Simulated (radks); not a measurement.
The numbers below are computed, except where a source is named.
V+, configuration [Ar] 3d3 4s1 (not the ground configuration).

Code: a radial shooting solver on a logarithmic mesh with Libxc functionals. Model: scalar-relativistic Kohn-Sham, PBE, spin-polarised, spherical densities, point nucleus; open shells are filled with parallel spins first.

Energy parts (hartree):
total: -948.81775
kinetic: 957.63751
electron-nucleus: -2252.52722
Hartree: 391.13184
exchange-correlation: -45.05988

Orbitals (lengths in bohr, moments of r in powers of bohr; r(max) is where P^2 peaks; r(90%) holds 90 % of the orbital's charge):
orbital  occ.  eigenvalue (hartree)   r(max)  r(90%)
1s up       1             -197.4130  0.04349   0.119
1s down     1             -197.4122  0.04349   0.119
2s up       1             -22.42344   0.2556   0.479
2s down     1             -22.38647   0.2555   0.478
2p up       3             -18.76393   0.2081   0.451
2p down     3             -18.73531   0.2080   0.450
3s up       1              -2.89670   0.8198    1.42
3s down     1              -2.78726   0.8199    1.42
3p up       3              -1.93454   0.8455    1.57
3p down     3              -1.82546   0.8456    1.57
3d up       3              -0.50059   0.8914    2.38
4s up       1              -0.42446    2.566    4.41
3d down     0              -0.39329   0.8937    2.42

The highest occupied level is 4s up at -11.550 eV. The density falls to 0.001 e/bohr^3 at r = 4.06 bohr. Spin moment in Bohr magnetons: 4.
